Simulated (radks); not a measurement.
Q: Radial electron density D(r) = 4 pi r^2 rho(r) of an atom or ion with 21 electrons. All-electron calculation, non-relativistic Kohn-Sham, PBE, spin-polarised, spherical densities, point nucleus. Program: a radial shooting solver on a logarithmic mesh with Libxc functionals.

| r (bohr) | D(r) (e/bohr) | spin D(r) |
|---|---|---|
| 0.00241 | 0.6062 | -0.0000372 |
| 0.002761 | 0.7824 | -0.0000480 |
| 0.003189 | 1.022 | -0.0000628 |
| 0.003653 | 1.312 | -0.0000805 |
| 0.004219 | 1.703 | -0.000105 |
| 0.004873 | 2.202 | -0.000135 |
| 0.005582 | 2.793 | -0.000171 |
| 0.006447 | 3.574 | -0.000219 |
| 0.007386 | 4.484 | -0.000275 |
| 0.00853 | 5.662 | -0.000347 |
| 0.009773 | 7.002 | -0.000429 |
| 0.01129 | 8.686 | -0.000532 |
| 0.01303 | 10.66 | -0.000653 |
| 0.01493 | 12.77 | -0.000783 |
| 0.01725 | 15.26 | -0.000936 |
| 0.01976 | 17.77 | -0.00109 |
| 0.02282 | 20.50 | -0.00127 |
| 0.02635 | 23.14 | -0.00144 |
| 0.03019 | 25.36 | -0.00160 |
| 0.03487 | 27.21 | -0.00176 |
| 0.03995 | 28.29 | -0.00191 |
| 0.04614 | 28.57 | -0.00206 |
| 0.05328 | 27.92 | -0.00220 |
| 0.06104 | 26.59 | -0.00233 |
| 0.0705 | 24.75 | -0.00236 |
| 0.08077 | 23.11 | -0.00208 |
| 0.09328 | 22.04 | -0.000876 |
| 0.1069 | 22.13 | 0.00221 |
| 0.1234 | 23.59 | 0.00972 |
| 0.1425 | 26.16 | 0.0254 |
| 0.1633 | 28.88 | 0.0530 |
| 0.1886 | 30.98 | 0.104 |
| 0.2161 | 31.22 | 0.182 |
| 0.2495 | 29.04 | 0.307 |
| 0.2882 | 24.60 | 0.487 |
| 0.3302 | 19.35 | 0.713 |
| 0.3813 | 14.22 | 1.01 |
| 0.4369 | 11.06 | 1.33 |
| 0.5045 | 10.05 | 1.70 |
| 0.578 | 10.85 | 2.01 |
| 0.6675 | 12.27 | 2.25 |
| 0.7709 | 12.92 | 2.34 |
| 0.8832 | 12.15 | 2.26 |
| 1.02 | 9.977 | 2.01 |
| 1.169 | 7.298 | 1.66 |
| 1.35 | 4.584 | 1.24 |
| 1.559 | 2.517 | 0.840 |
| 1.786 | 1.275 | 0.534 |
| 2.062 | 0.5666 | 0.310 |
| 2.363 | 0.2636 | 0.187 |
| 2.729 | 0.1456 | 0.129 |
| 3.151 | 0.1202 | 0.118 |
| 3.611 | 0.1279 | 0.128 |
| 4.17 | 0.1345 | 0.134 |
| 4.777 | 0.1221 | 0.122 |
| 5.517 | 0.09068 | 0.0907 |
| 6.321 | 0.05649 | 0.0565 |
| 7.3 | 0.02726 | 0.0273 |
| 8.43 | 0.009909 | 0.00991 |
| 9.659 | 0.002784 | 0.00278 |
| 11.15 | 0.0004954 | 0.000495 |

What is the nuclear charge?

A: Z = 24. The innermost maximum, from 1s, lies near 1/Z = 0.0417 bohr (found: 0.0447), and its height grows with Z. The density is that of the chromium ion Cr3+ in [Ar] 3d2.5 4f0.5; the configuration itself is not fixed sharply by these data, and Z only to about a unit. D(r) has 4 maxima, at r = 0.0447, 0.206, 0.765, 4.10 bohr, and minima at 0.0987, 0.500, 3.18 bohr, inside which lie 2.12, 10.52, 20.59 electrons.
